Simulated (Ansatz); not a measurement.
Total energies of CH4O2S2W (`C[O][W]([OH])(=[S])=[S]`).

```xyz
10

C     0.376    0.950   -1.619
O    -0.267    0.536   -0.438
W    -0.026   -0.552    1.027
O    -1.597   -1.515    1.371
S     0.504    0.640    2.710
S     1.558   -1.904    0.587
H     0.917    1.880   -1.429
H    -0.383    1.122   -2.384
H     1.076    0.181   -1.957
H    -2.157   -1.338    2.132
```

Charge 0, multiplicity 1. Correlated methods include outer-core shells of W, which these sets cover unevenly. W: def2 effective core potential. The geometry is a stationary point of PBE0-D4/def2-TZVP. It is one conformer, not always the lowest. Basis def2-TZVPP, Ansatz.

RPA on PBE orbitals: Hartree–Fock energy of these orbitals -1051.53495 Eh, correlation -2.25015 Eh (frozen core).

```csv
functional,energy without D4 (Eh),D4 term (kJ/mol)
r2SCAN,-1054.64832,-7.5
B97M-V,-1054.50517,–
PBE0,-1054.24774,-27.0
B3LYP,-1054.80557,-50.6
HSE06 (plane-wave form),-1054.22435,-25.7
BHLYP,-1054.48475,-45.9
CAM-B3LYP,-1054.63475,-28.3
LC-ωPBE,-1054.39125,–
ωB97M-V,-1054.53466,–
B2PLYP,-1054.25724,–
```

Question: Give the same for LDA (SPW92), PBE, revPBE, BLYP, r2SCANh, r2SCAN0, ωB97X-V, PBE-QIDH. (Best estimate.)

Answer: The calculation gave: 
```json
{"functional": "LDA (SPW92)", "energy without D4 (Eh)": "-1050.48591", "D4 term (kJ/mol)": "–"}
{"functional": "PBE", "energy without D4 (Eh)": "-1054.25457", "D4 term (kJ/mol)": "-31.1"}
{"functional": "revPBE", "energy without D4 (Eh)": "-1054.62676", "D4 term (kJ/mol)": "-75.0"}
{"functional": "BLYP", "energy without D4 (Eh)": "-1054.70677", "D4 term (kJ/mol)": "-64.9"}
{"functional": "r2SCANh", "energy without D4 (Eh)": "-1054.60046", "D4 term (kJ/mol)": "-8.2"}
{"functional": "r2SCAN0", "energy without D4 (Eh)": "-1054.53086", "D4 term (kJ/mol)": "-9.2"}
{"functional": "ωB97X-V", "energy without D4 (Eh)": "-1054.50917", "D4 term (kJ/mol)": "–"}
{"functional": "PBE-QIDH", "energy without D4 (Eh)": "-1053.95572", "D4 term (kJ/mol)": "–"}
```

B3LYP takes the VWN-RPA correlation (the form of Gaussian; ORCA's B3LYP/G). HSE06 is the plane-wave form, built on full-range PBE exchange. The double hybrids freeze the cores in their second-order part.

LC-ωPBE has ω = 0.4 bohr⁻¹.
